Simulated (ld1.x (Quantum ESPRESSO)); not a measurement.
**silicon: excitation energies, all-electron against RRKJ**

| Item | Value |
| --- | --- |
| Element | silicon |
| Generator | ld1.x (Quantum ESPRESSO) 7.5 |
| Type | norm-conserving RRKJ (Kleinman–Bylander form) |
| Functional | revPBE |
| Relativity | scalar-relativistic |
| Frozen core | [Ne] |
| Valence charge | 4 |
| Reference configuration | 3s2 3p2 |
| Partial waves | 3s (bound): rc 1.80 bohr; 3p (bound): rc 2.10 bohr |
| Local potential | all-electron potential smoothed inside 1.40 bohr (lloc = -1) |
| Core correction | none |
| rho0 | 0.02 |

Energies are relative to the spin-unpolarised reference configuration 3s2 3p2; without spin polarisation the order of configurations can differ from experiment.

```json
{"valence configuration": "3s2 3p0", "charge": "+2", "ΔE all-electron (eV)": "23.688", "error AE − PS (meV)": "+6.6"}
{"valence configuration": "3s1 3p0", "charge": "+3", "ΔE all-electron (eV)": "57.566", "error AE − PS (meV)": "+14"}
{"valence configuration": "3s1 3p2", "charge": "+1", "ΔE all-electron (eV)": "15.138", "error AE − PS (meV)": "+2.7"}
{"valence configuration": "3s1 3p3", "charge": "0", "ΔE all-electron (eV)": "6.799", "error AE − PS (meV)": "+3.9"}
{"valence configuration": "3s2 3p2.3", "charge": "-0.3", "ΔE all-electron (eV)": "-0.924", "error AE − PS (meV)": "+0.1"}
```

Problem. What are ΔE and the potential's error for 3s0 3p4?

Solution. ΔE = 13.736 eV all-electron; the error (AE − PS) is +16 meV.

Problem. What are ΔE and the potential's error for 3s2 3p1?

Solution. ΔE = 7.722 eV all-electron; the error (AE − PS) is +0.8 meV.

Levels in the configuration 3s2 3p0:

```csv
level,all-electron (eV),pseudo (eV)
3s,-28.485,-28.483
```
